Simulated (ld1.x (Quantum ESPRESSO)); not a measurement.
# cobalt: RRKJ pseudisation with LDA (PZ), scalar-relativistic reference atom.

ld1.x (Quantum ESPRESSO) 7.5 input, shortened:

```
&input
   title='Co', zed=27., rel=1, dft='PZ', iswitch=3,
   config='[Ar] 3d7 4s2 4p0'
 /
 &inputp
   pseudotype=2, tm=.false., rho0=0.02, lloc=-1, rcloc=2.95,
   nlcc=.false.
 /
3
4S  1  0   2.00   0.00  2.00  2.00  0.0
4P  2  1   0.00   0.00  3.50  3.50  0.0
3D  3  2   7.00   0.00  1.05  1.05  0.0
 &test
   configts(1)='3d7 4s2 4p0'
 /
```

All-electron outer shells of the reference configuration (LDA (PZ), scalar-relativistic, ld1.x):

```csv
shell,level (eV),outermost node (bohr),outermost maximum (bohr)
3s,-101.87,0.31,0.67
3p,-65.51,0.28,0.68
3d,-8.46,–,0.66
4s,-5.68,0.96,2.29
4p,-1.39,1.05,3.21
```

Problem. Does the generator finish with these settings?

Solution. Yes, a potential is produced and its reference levels are reproduced.

Problem. Estimate the cutoffs (Ry, on a coarse ladder) from which the occupation-weighted sum of valence levels, in a spherical-Bessel basis at the reference potential, stays within 10 and 1 mRy of its value at 400 Ry.

Solution. 160 Ry and 200 Ry.

Problem. Does the potential have ghost states?

Solution. No extra level below or beside the all-electron valence levels (s, p, d, f tested).

Problem. Which valence shell sets the plane-wave cutoff?

Solution. 3d: its level needs 160 Ry to come within 1 mRy, against 35 Ry for 4s.

Problem. Tests: 3d7 4s1 4p0; 3d7 4s0 4p0; 3d6 4s0 4p0; 3d7 4s0 4p2; 3d8 4s0 4p0; 3d7 4s1 4p1; 3d7 4s0 4p1. Which has the largest error in its energy relative to the reference configuration, and how large is it?

Solution. 3d8 4s0 4p0, with -316 meV (all-electron minus pseudo) on +6.71 eV.
